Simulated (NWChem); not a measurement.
KF; SMILES [F][K]

```xyz
2

K      0.0000     0.0000    -0.7084
F      0.0000     0.0000     1.4306
```
Atoms are numbered in this order, from 1.

The geometry was optimised at PBE0/def2-SVP.

Problem. List the 4 lowest vertical singlet excitations from B3LYP/def2-SVPD, TDA (NWChem).

Solution. 
```tsv
state	energy (eV)	oscillator strength	leading excitation (squared amplitude)
S1	4.19	0.005	HOMO−2 → LUMO (0.99)
S2	4.19	0.005	HOMO−1 → LUMO (0.99)
S3	4.22	0.040	HOMO → LUMO (0.98)
S4	5.68	0.004	HOMO → LUMO+1 (0.99)
```
